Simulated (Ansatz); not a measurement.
Basis sets compared for Sn(CN)H3 (CH3NSn). The state is a singlet with charge 0. Geometry PBE-D4/def2-TZVP. Ansatz on 4 threads of Arm Neoverse V1 on a shared host; times are rough, and most runs start from earlier orbitals.

```xyz
6

Sn    0.3520   -0.5535   -0.0961
C    -0.7754    1.2231    0.2110
N    -1.3960    2.1949    0.3812
H     0.2724   -1.4309    1.3666
H     1.9418   -0.0558   -0.4709
H    -0.3947   -1.3779   -1.3918
```

In the def2 sets Sn takes a core potential; there is no spin–orbit coupling.

Binding counts from free atoms (Sn triplet, C triplet, N quartet, H doublet) in the same basis, without a counterpoise term.

```
           level  functions  energy (Eh)  HOMO (eV)  LUMO (eV)  binding per atom (eV)  wall time
 PBE-D4/def2-SVP         69    -308.7143      -8.02      -1.09                   3.43      0.4 s
PBE0-D4/def2-SVP         69    -308.7271      -9.39      -0.19                   3.32      0.6 s
```

Question: Estimate the rows for PBE-D4/def2-TZVP, PBE0-D4/def2-TZVP (with forces).

Answer: 
```tsv
level	functions	energy (Eh)	HOMO (eV)	LUMO (eV)	binding per atom (eV)	wall time
PBE-D4/def2-TZVP	130	-308.8344	-8.18	-1.29	3.44	0.75 s
PBE0-D4/def2-TZVP (with forces)	130	-308.8452	-9.47	-0.37	3.33	1.1 s
```
